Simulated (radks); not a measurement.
Dipole-allowed excitations along the series with 18 electrons in [Ar]. Calculated with a radial shooting solver on a logarithmic mesh with Libxc functionals: non-relativistic Kohn-Sham, LB94 model potential, spin-polarised, spherical densities, point nucleus. Time-dependent linear response with the Hartree and adiabatic LDA kernel, continuum included through the Sternheimer equations. Lines are the poles of the dipole polarisability below minus the highest occupied eigenvalue, found on a grid refined at the orbital gaps; the lowest seven at most are given, and weak or close lines can be missed. The first line takes the name of the lowest orbital gap if no other gap lies below it; otherwise a line is named after a gap within 0.6 % of it, if that gap stands alone.

| species | -e(HOMO) (eV) | lowest orbital gap (eV) | first line (eV) | f | static alpha (bohr^3) |
|---|---|---|---|---|---|
| Fe8+ | 231.81 | 3p-3d 53.110 | 70.165 (3p-3d) | 2.81 | 0.5096 |
| Co9+ | 272.95 | 3p-3d 57.207 | 75.366 (3p-3d) | 2.59 | 0.4097 |
| Ni10+ | 317.16 | 3p-3d 61.264 | 80.491 (3p-3d) | 2.41 | 0.3347 |
| Cu11+ | 364.44 | 3p-3d 65.288 | 85.554 (3p-3d) | 2.25 | 0.2770 |
| Zn12+ | 414.77 | 3p-3d 69.286 | 90.571 (3p-3d) | 2.11 | 0.2320 |

Estimate the first line of Mn7+, its oscillator strength and the static polarisability.

Answer. 64.859 eV (3p-3d), f = 3.07, alpha = 0.6455 bohr^3.
